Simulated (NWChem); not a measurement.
System: SeO, triplet; SMILES [Se]=O

Here is an NWChem input.

```
start job
memory heap 200 mb stack 900 mb global 1100 mb
geometry units angstroms noautoz
  O      0.000000     0.000000    -1.317428
  Se     0.000000     0.000000     0.324451
end
basis spherical
  O library 6-31g*
  Se library 6-31g*
end
dft
  odft
  mult 3
  xc becke88 lyp
  iterations 150
  mulliken
end
task dft energy
```

The geometry was optimised at PBE0/def2-SVP, spin-unrestricted. No stability test was run on the SCF state.

Problem. What results follow from this input? (BLYP/6-31G* (spherical d), spin-unrestricted.) Quantities: energy (Ha); highest occupied level (eV); lowest empty minus highest occupied level, either spin (eV); dipole (D); <S²>.

Solution. 
```yaml
energy (Ha): -2476.45
highest occupied level (eV): -5.55
lowest empty minus highest occupied level, either spin (eV): 1.40
dipole (D): 1.79
"<S²>": 2.00
```
